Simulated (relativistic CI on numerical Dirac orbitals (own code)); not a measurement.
## Transition arrays of Lu³²⁺

Computed by Dirac-Coulomb-Breit CI, KLI orbitals optimised for each configuration, model QED, valence Slater integrals scaled by 0.9, whole transition arrays (own radial code, finite nucleus).

CI space (outside the closed core [Ar] 3d10 4s2): 4p6 4d3, 4p6 4d2 4f, 4p5 4d4, 4p6 4d2 5p, 4p6 4d2 5f. Levels of other configurations are missing.

All E1 lines from the levels of 4p6 4d3; mean and standard deviation are weighted by gf, and upper levels are sorted by their leading configuration.

| Upper configuration | Lines | Σgf | Mean (eV) | Mean (nm) | σ (eV) | Strongest line (nm) |
| --- | --- | --- | --- | --- | --- | --- |
| 4p6 4d2 4f | 702 | 189.4 | 202.90 | 6.111 | 12.23 | 5.797 |
| 4p5 4d4 | 1737 | 363.4 | 229.75 | 5.396 | 20.16 | 5.127 |
| 4p6 4d2 5p | 466 | 34.8 | 457.02 | 2.713 | 8.62 | 2.683 |
| 4p6 4d2 5f | 721 | 119.8 | 618.84 | 2.004 | 7.07 | 2.015 |

Σgf per state of the lower configuration in bins of 0.2 nm over the central range (centre: value): 1.9: 0.41, 2.1: 0.59, 2.7: 0.28, 4.9: 0.10, 5.1: 1.19, 5.3: 0.77, 5.5: 0.53, 5.7: 0.58, 5.9: 0.24, 6.1: 0.32, 6.3: 0.15, 6.5: 0.26, 6.7: 0.18, 6.9: 0.07, 7.1: 0.08.

Task: How do configuration mixing and the scaling of the Slater integrals move the arrays?

Result: Slater scale 0.9, no configuration mixing: 4p6 4d2 4f 198.7 ± 8.6 eV (Σgf 175.8), 4p5 4d4 211.5 ± 29.0 eV (Σgf 341.0), 4p6 4d2 5p 457.2 ± 8.6 eV (Σgf 37.9), 4p6 4d2 5f 618.8 ± 7.1 eV (Σgf 117.7); Slater scale 1: 4p6 4d2 4f 205.5 ± 13.4 eV (Σgf 169.9), 4p5 4d4 232.1 ± 19.9 eV (Σgf 392.0), 4p6 4d2 5p 457.0 ± 8.8 eV (Σgf 34.4), 4p6 4d2 5f 618.9 ± 7.2 eV (Σgf 120.1); Slater scale 0.8: 4p6 4d2 4f 200.3 ± 11.3 eV (Σgf 208.0), 4p5 4d4 227.4 ± 20.6 eV (Σgf 335.8), 4p6 4d2 5p 457.0 ± 8.5 eV (Σgf 35.2), 4p6 4d2 5f 618.8 ± 6.9 eV (Σgf 119.6). With mixing, levels are counted to their leading configuration, so an array can shrink or vanish into another, and the sums then hold other lines.
